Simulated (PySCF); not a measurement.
SMILES COB(O)[SiH3] (CH7BO2Si), PBE0/def2-SVP optimised geometry. Atoms within 1.6 Å of the plane z = 0.0 Å (x, y, z in Å): B1 (-0.94, -0.52, 0.00), O2 (-1.65, -1.69, 0.00), H3 (-1.09, -2.47, 0.00), O4 (-1.69, 0.60, 0.00), C5 (-1.19, 1.91, -0.01), H6 (-1.50, 2.42, -0.94), H7 (-1.59, 2.47, 0.84), H8 (-0.09, 1.94, 0.04), Si9 (1.11, -0.52, 0.00), H10 (1.69, 0.16, 1.20), H11 (1.68, 0.15, -1.21), H12 (1.62, -1.94, 0.01).

Level of theory: PBE0/def2-TZVP (PySCF 2.14.0). Cells within 0.4 Å of a nucleus heavier than hydrogen are left out (blank, or x).

Map of the electrostatic potential (hartree/e), clipped to [-0.08, 0.12] on the plane z = 0.0 Å:

```
|33333333444444433333333333333|
|33333334444444444333333333333|
|33333334444444444433333333333|
|33333344445544444443333333333|
|33333344556665544443333333333|
|33333345699997655444333333333|
|33333346999999996544333333333|
|3333334899x999998544333333333|
|2222335999xx99999644333333333|
|2222224999xx99999654333333333|
|22221139999999997655433333333|
|221111499x9998889986543333333|
|22110049xx9998899999854333333|
|21110039xx9999999999985433333|
|21110029999999999999997433333|
|2111002699xxx9999xx9998543333|
|2111012699xxx9999xx9998543333|
|21110027999999999999997433333|
|21100029999999999999995433333|
|21100039xxx999999999994333333|
|21110029xx9999778999994333333|
|22110019999999766899984333333|
|22211114999999765589853333333|
|22221123699999755455443333333|
|22222233589998654444333333333|
|22222334567876654443333333333|
|22233334456665544443333333333|
|33333334445555444433333333333|
|33333333444444444433333333333|
```
Scale: ten equal steps from -0.063 (start of '0') to 0.120 (end of '9'), in the order '0123456789'; x runs from -4.50 to 4.50, y from -4.50 (bottom) to 4.50 (top).
